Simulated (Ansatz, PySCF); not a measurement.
FeBr2, SMILES [Br][Fe][Br] (connectivity only; charge and spin as stated), neutral, multiplicity 5. Atoms are numbered in the order given.

```xyz
3

Fe     0.0000     0.0000     0.0592
Br     0.0000    -2.2895     0.0592
Br     0.0000     2.2895     0.0592
```
Charge 0, spin multiplicity 5.

Geometry: PBE0-D3(BJ)/def2-SVP. The multiplicity is an assumed one; other spin states were not compared.

Two levels are set side by side: PBE-D3(BJ)/def2-SVP (Ansatz, a program for electronic structure) and PBE0-D3(BJ)/def2-SVP (Ansatz). Each level has its own optimised geometry; the coordinates shown are those of the second. Frequencies come from the Hessian of PySCF at each geometry. Differences are taken from unrounded values.

```csv
quantity,PBE0-D3(BJ)
mean bond length (Å),2.289
bond Fe1–Br2 (Å),2.289
bond Fe1–Br3 (Å),2.289
highest harmonic wavenumber (cm⁻¹),404
mean harmonic wavenumber (cm⁻¹),184
zero-point energy (kcal/mol),1.05
```

Q: What does PBE-D3(BJ) give, and how far is it from PBE0-D3(BJ)? (Estimate from the structure and the level; the computed values follow.)

A: 
```json
[
 {"quantity": "mean bond length (Å)", "PBE-D3(BJ)": "2.277", "PBE-D3(BJ) minus PBE0-D3(BJ)": "-0.012"},
 {"quantity": "bond Fe1–Br2 (Å)", "PBE-D3(BJ)": "2.277", "PBE-D3(BJ) minus PBE0-D3(BJ)": "-0.012"},
 {"quantity": "bond Fe1–Br3 (Å)", "PBE-D3(BJ)": "2.277", "PBE-D3(BJ) minus PBE0-D3(BJ)": "-0.012"},
 {"quantity": "highest harmonic wavenumber (cm⁻¹)", "PBE-D3(BJ)": "398", "PBE-D3(BJ) minus PBE0-D3(BJ)": "-5"},
 {"quantity": "mean harmonic wavenumber (cm⁻¹)", "PBE-D3(BJ)": "178", "PBE-D3(BJ) minus PBE0-D3(BJ)": "-6"},
 {"quantity": "zero-point energy (kcal/mol)", "PBE-D3(BJ)": "1.02", "PBE-D3(BJ) minus PBE0-D3(BJ)": "-0.03"}
]
```
